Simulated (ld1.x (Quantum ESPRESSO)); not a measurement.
Results of a calculation; reference values are marked as such.
# Potentials for germanium (Ge) compared

Generated with ld1.x 7.5 (TM, RRKJ, ultrasoft, PAW), atompaw 4.2 or ONCVPSP 4.0.1. The cutoff is in Ry: for ld1.x and atompaw files where the sum of valence levels is converged to 10 mRy in a Bessel basis, for ONCV files where the hardest occupied wave has 1 mHa per electron of residual kinetic energy. The error is the largest all-electron minus pseudo excitation energy over each file’s own four to seven test configurations (ionisations up to +4, promotions, holes and added fractions of an electron), all of which were solved. The labels leave out finer settings (local radius, basis sizes, second energies), which also bear on the numbers. Spin-polarised tests are not counted. The rows are a selection from randomly drawn settings: files with unsolved tests, undetermined cutoffs or missed reference levels are left out.

A true bound ghost makes a file unfit for plane-wave use even where its test errors are small: the radial tests pick states by their node count and pass the ghost by.

| potential | cutoff (Ry) | largest error (meV) | bound ghosts |
| --- | --- | --- | --- |
| TM, Wu–Cohen, scalar-relativistic, rc 1.65/1.85 (sp), local p, core correction yes, reference 4s1 4p3 | 18 | -223 | s |
| TM, PBE, scalar-relativistic, rc 1.30/1.50/1.50 (spd), local smoothed, core correction yes, reference 4s2 4p2 | 50 | -342 | d, s |
| TM, PBE, scalar-relativistic, rc 1.35/2.00 (sp), local smoothed, core correction yes, reference 4s1.75 4p2.25 | 40 | -231 | none |
| TM, BLYP, scalar-relativistic, rc 1.45/1.85/1.45 (spd), local d, core correction yes, reference 4s1.5 4p2.5 | 35 | -28 | s, p |
| ultrasoft, PBE, scalar-relativistic, rc 1.70/1.50 (sp), local smoothed, core correction yes, reference 4s2 4p0.5 | 10 | -26 | p, d |
| TM, LDA (PZ), scalar-relativistic, rc 1.55/1.50/1.50 (spd), local s, core correction yes, reference 4s2 4p2 | 40 | -266 | p, d |

(1) Fill in the row for Ge: TM, LDA (PZ), scalar-relativistic, rc 1.45/2.25/2.20 (spd), local p, core correction yes, reference 4s2 4p2.

## Answers

(1) cutoff 35 Ry, largest error -298 meV, bound ghosts: d.
